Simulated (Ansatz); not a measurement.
(LiCl)2 ring (Li2Cl2), relaxed as a singlet with RKS PBE0-D4/def2-TZVP in Ansatz, starting from the GFN2-xTB geometry. Force threshold 0.02 eV/Å.

Start:

```tsv
atom	x (Å)	y (Å)	z (Å)
Li1	-1.186	-0.213	0.730
Cl2	-0.657	-0.757	-1.288
Li3	1.186	0.213	-0.730
Cl4	0.657	0.757	1.288
```

```
step  energy (eV)  largest force component (eV/Å)  SCF passes
   1  -25452.1489                           0.617          19
   2  -25452.2517                           0.204          22
   3  -25452.2791                           0.020          22
```

Force components are those of the run's own axes.

End:

```xyz
4

Li   -1.0764   -0.1931    0.6625
Cl   -0.7143   -0.8235   -1.4004
Li    1.0765    0.1929   -0.6624
Cl    0.7142    0.8237    1.4004
```

By distances, no bond broke or formed. The bond that changes most is Li1–Cl2, from 2.16 to 2.19 Å (atoms count from 1).

No frequencies were taken in this run, so the end may be a saddle point.

It took 2.6 s on 4 threads of Arm Neoverse V1 on a shared host.
